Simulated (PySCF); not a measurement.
# Correlation energy of Al⁺ (aluminium, charge +1)

[Ne] 3s2, closed-shell 1S. All numbers are calculated (PySCF 2.14, the non-relativistic Hamiltonian (point nucleus), in aug-cc-pwCVDZ). Frozen: 1s2; 10 electrons correlated.

```csv
level,correlation energy (mhartree)
CCSD,-167.52
(T),-1.89
CCSD(T),-169.41
CCSDT,-169.45
```

Diagnostics: T1 = 0.0062, D1 = 0.0169, largest double amplitude 0.104.

Cost of the coupled-cluster step: about 0.3 core-seconds, for 10 correlated electrons.

Iterations:

```
CC2 = 0
CCSD nocc = 5, nmo = 35
frozen orbitals [0]
max_cycle = 100
direct = 0
conv_tol = 1e-08
conv_tol_normt = 1e-06
diis_space = 8
diis_start_cycle = 0
Init t2, MP2 energy = -241.823001301127  E_corr(MP2) -0.154411146469492
Init E_corr(CCSD) = -0.154411146470845
cycle = 1  E_corr(CCSD) = -0.162419599479781  dE = -0.00800845301  norm(t1,t2) = 0.0454294
cycle = 2  E_corr(CCSD) = -0.165684226851185  dE = -0.00326462737  norm(t1,t2) = 0.0192497
cycle = 3  E_corr(CCSD) = -0.167527736651839  dE = -0.0018435098  norm(t1,t2) = 0.00907915
cycle = 4  E_corr(CCSD) = -0.167543103661644  dE = -1.53670098e-05  norm(t1,t2) = 0.000542971
cycle = 5  E_corr(CCSD) = -0.167522188783613  dE = 2.0914878e-05  norm(t1,t2) = 9.11369e-05
cycle = 6  E_corr(CCSD) = -0.167522784755623  dE = -5.95972009e-07  norm(t1,t2) = 2.32185e-05
cycle = 7  E_corr(CCSD) = -0.167522581085201  dE = 2.03670421e-07  norm(t1,t2) = 2.76588e-06
cycle = 8  E_corr(CCSD) = -0.167522566738076  dE = 1.43471257e-08  norm(t1,t2) = 4.27307e-07
cycle = 9  E_corr(CCSD) = -0.167522572782967  dE = -6.04489092e-09  norm(t1,t2) = 5.0523e-08
CCSD converged
E(CCSD) = -241.8361127274408  E_corr = -0.1675225727829665
CCSD(T) correction = -0.00188783622952648
```
